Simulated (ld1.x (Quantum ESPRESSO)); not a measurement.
What one change does to a pseudopotential (carbon, TM)

| Property | Result |
| --- | --- |
| Element | C |
| Generator | ld1.x (Quantum ESPRESSO) 7.5 |
| Type | norm-conserving Troullier–Martins (Kleinman–Bylander form) |
| Functional | LDA (PZ) |
| Relativity | scalar-relativistic |
| Frozen core | [He] |
| Valence charge | 4 |
| Reference configuration | 2s2 2p0 (charge +2) |
| Partial waves | 2p (bound, empty): rc 2.60 bohr; 3d channel at 0.15 Ry: rc 2.55 bohr; 2s (bound): rc 0.90 bohr |
| Local potential | the s channel |
| Core correction | a·sin(br)/r model core, default radius (core density twice the valence density) |

Change: functional PBE.

Cutoffs: the cutoffs (Ry, on a coarse ladder) from which the occupation-weighted sum of valence levels, in a spherical-Bessel basis at the reference potential, stays within 10 and 1 mRy of its value at 400 Ry; they do not see the model core or the augmentation charge, which bear on the density cutoff. Errors are all-electron minus pseudo energies relative to the spin-unpolarised reference configuration.

Problem. Predict the effect on cutoff, ghosts and configuration errors.

Solution. The potential gets neither clearly harder nor softer (70 Ry and 120 Ry → 70 Ry and 110 Ry); the number of tests with a reliable result goes from 9 to 7; the errors of the 7 common tests hardly move; neither file shows a bound ghost.

| quantity | base | changed |
| --- | --- | --- |
| cutoff, loose | 70 Ry | 70 Ry |
| cutoff, tight | 120 Ry | 110 Ry |
| bound ghosts | none | none |
| error for 2s2 2p2, meV [ΔE -35.25 → -35.02 eV] | +668 | +692 |
| error for 2s2 2p1, meV [ΔE -24.26 → -24.16 eV] | +290 | +306 |
| error for 2s1 2p0, meV [ΔE 47.97 → 48.19 eV] | +38 | +40 |
| error for 2s2 2p1.5, meV [ΔE -31.22 → -31.05 eV] | +503 | +526 |
| error for 2s1 2p3, meV [ΔE -27.01 → -26.54 eV] | +984 | +1001 |
| error for 2s0 2p4, meV [ΔE -18.73 → -18.04 eV] | +1310 | +1301 |
| error for 2s2 2p2.3, meV [ΔE -36.45 → -36.18 eV] | +729 | +752 |
| s: phases at 2.86 bohr within 0.05 rad from the reference energy up to (Ry; the scan ends near 5) | 4.1 | 4.1 |
| p: phases at 2.86 bohr within 0.05 rad from the reference energy up to (Ry; the scan ends near 5) | -0.8 | -0.8 |
| d: phases at 2.86 bohr within 0.05 rad from the reference energy up to (Ry; the scan ends near 5) | 2.6 | 2.6 |
